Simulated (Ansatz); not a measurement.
The cluster PdBr₂, relaxed as a singlet with RKS r2SCAN-D4/def2-TZVP in Ansatz, starting from the GFN2-xTB geometry. Force threshold 0.02 eV/Å.

In the def2 sets Pd takes a core potential; there is no spin–orbit coupling. At r2SCAN-D4/def2-TZVP a triplet of charge 0 lies 0.19 eV below the restricted singlet, each at its own geometry. The structure comes from a short search, and lower isomers may exist.

Start:

| atom | x (Å) | y (Å) | z (Å) |
| --- | --- | --- | --- |
| Pd1 | 0.729 | -0.088 | -0.081 |
| Br2 | -0.492 | -1.742 | 0.846 |
| Br3 | -0.237 | 1.830 | -0.764 |

```
step   energy (eV)  largest force component (eV/Å)  SCF passes
   1  -143574.7643                           0.934          20
   2  -143574.8795                           0.226          27
   3  -143574.9324                           0.350          26
   4  -143574.9391                           0.049          23
   5  -143574.9393                           0.002          24
```

Force components are those of the run's own axes.

End:

```xyz
3

Pd    0.999   -0.121   -0.111
Br   -0.612   -1.512    0.764
Br   -0.387    1.633   -0.653
```

By distances, no bond broke or formed. The bond that changes most is Pd1–Br3, from 2.25 to 2.30 Å (atoms count from 1).

No frequencies were taken in this run, so the end may be a saddle point.

It took 11 s on 2 threads of Intel Xeon Platinum 8488C on a shared host.
